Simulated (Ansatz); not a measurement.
Wavefunction ladder for `ClBr`

Cartesian coordinates in Å:
```
Cl 0.544 -0.442 -0.804
Br -0.544 0.442 0.804
```

The species carries charge 0 and has multiplicity 1. Correlated methods include outer-core shells of Br, which these sets cover unevenly. Scalar relativity is left out up to krypton. The geometry is a stationary point of PBE0-D4/def2-TZVP. Frozen core, restricted reference, the Gaussian-basis code of Ansatz.

```csv
basis,HF (Eh),MP2 corr.,CCSD corr.,(T),CCSD(T) total
def2-SVP,-3031.42218,-0.36265,-0.37894,-0.00810,-3031.80922
def2-TZVPP,-3031.90206,-0.46352,-0.48585,-0.01861,-3032.40652
def2-QZVPP,-3031.96568,-0.80152,-0.79935,-0.02500,-3032.79003
```
